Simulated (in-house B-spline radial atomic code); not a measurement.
Settings and results of a run for the copper ion Cu⁶⁺ (an excited or competing configuration). Computed with a B-spline radial code for spherical atoms: Dirac-Hartree-Fock, average of the jj configuration, Fermi nucleus of rms radius 3.8823 fm.

In the input, a minus or plus after the letter marks the j = l - 1/2 or j = l + 1/2 subshell.

Command:
```bash
python run_scf.py task.json out
```
Settings (nuclear radius in fm, mass in u):
```
Z                29
configuration    1s2 2s2 2p6 3s2 3p6 3d-4 6f-1
hamiltonian      dirac
method           hf
spin_polarised   False
nucleus          fermi
rms_radius       3.8823
atomic_mass      62.9296
speed_of_light   137.035999084
```

Output (hartree, bohr):
```
 radial grid: 70 intervals, B-splines of order 8, outer radius 28.6567 bohr

 iter        energy (Eh)    residual
    1      -1618.5809859    1.02e+00
    2      -1636.1330397    4.19e-01
    3      -1637.8685152    1.51e-01
    4      -1638.1062924    5.74e-02
    5      -1638.1402859    1.36e-02
    6      -1638.1430273    5.53e-04
    7      -1638.1430298    4.55e-05
    8      -1638.1430298    3.99e-06
    9      -1638.1430298    3.23e-07
   10      -1638.1430298    7.07e-09

 total energy                    -1638.143030
 kinetic                           1668.02112
 electron-nucleus                 -3824.14467
 electron-electron                  517.98052

 first-order corrections (not in the total)
   Gaunt                            0.75054
   retardation                     -0.06785
   frequency dependence            -0.00226
   self-energy                      0.49861
   Uehling                         -0.04492
   Wichmann-Kroll                   0.00034
   recoil                           0.01089

 orbital      occ     eigenvalue          <r>       <r^2>       <1/r>     <1/r^3>       r_max    small
 1s1/2      2.000     -338.48293    0.0521115  0.00365365     29.1593           -     0.03412  1.09e-02
 2s1/2      2.000      -47.65189     0.233659   0.0644442     6.39505           -      0.1961  2.09e-03
 2p1/2      2.000      -42.37454     0.204131   0.0511889     6.30701           -      0.1567  2.05e-03
 2p3/2      4.000      -41.47432     0.206615   0.0522353     6.18487     685.294      0.1591  2.03e-03
 3s1/2      2.000      -10.53279     0.673445    0.518658     2.10756           -      0.5988  5.05e-04
 3p1/2      2.000       -8.92590     0.682359    0.540713     2.01263           -       0.595  4.72e-04
 3p3/2      4.000       -8.46917      0.69372    0.558368     1.96253     97.9361      0.6029  4.54e-04
 3d3/2      4.000       -5.93775     0.695011    0.579492     1.77619     12.4044      0.5421  3.83e-04
 6f5/2      1.000       -0.70146      6.58318     49.4079    0.209811   0.0618518       7.208  2.13e-05
```

Time taken, with all properties: 1.4 s on 1 thread of Arm Neoverse N1 (shared host).

For the Dirac Hamiltonian the kinetic term is c α·p + (β - 1)c².
